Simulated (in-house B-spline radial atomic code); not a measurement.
A fraction x of an electron is moved 4d → 4f in Tc V (Tc4+), starting from [Kr] 4d3 and keeping the highest spin. Computed with a radial B-spline atomic code at the basis-set limit: scalar-relativistic (X2C) PW91, spin-polarised, spherical fractional occupations, Fermi nucleus of rms radius 4.41117 fm.

```json
{"x": "0", "E(x) - E(0) (eV)": "0.0000", "4d up level (eV)": "-50.346", "4f up level (eV)": "-"}
{"x": "0.125", "E(x) - E(0) (eV)": "3.9019", "4d up level (eV)": "-50.931", "4f up level (eV)": "-19.540"}
{"x": "0.25", "E(x) - E(0) (eV)": "?", "4d up level (eV)": "?", "4f up level (eV)": "?"}
{"x": "0.375", "E(x) - E(0) (eV)": "11.8376", "4d up level (eV)": "-52.038", "4f up level (eV)": "-19.991"}
{"x": "0.5", "E(x) - E(0) (eV)": "?", "4d up level (eV)": "?", "4f up level (eV)": "?"}
{"x": "0.625", "E(x) - E(0) (eV)": "19.9139", "4d up level (eV)": "-53.088", "4f up level (eV)": "-20.535"}
{"x": "0.75", "E(x) - E(0) (eV)": "23.9977", "4d up level (eV)": "-53.594", "4f up level (eV)": "-20.806"}
{"x": "0.875", "E(x) - E(0) (eV)": "28.1104", "4d up level (eV)": "-54.086", "4f up level (eV)": "-21.072"}
{"x": "1", "E(x) - E(0) (eV)": "32.2509", "4d up level (eV)": "-54.566", "4f up level (eV)": "-21.332"}
```

(1) What belongs in the row x = 0.25?

(2) What belongs in the row x = 0.5?

(3) Check Janak's theorem between x = 0.625 and 0.75.

Results:

(1) An energy change of 7.8496 eV; 4d up at -51.492 eV, 4f up at -19.737 eV.

(2) An energy change of 15.8600 eV; 4d up at -52.570 eV, 4f up at -20.262 eV.

(3) The slope of the energy is 32.67 eV; the orbital levels give 32.67 eV (ε of the receiving orbital less ε of the emptying one, averaged over the two points).
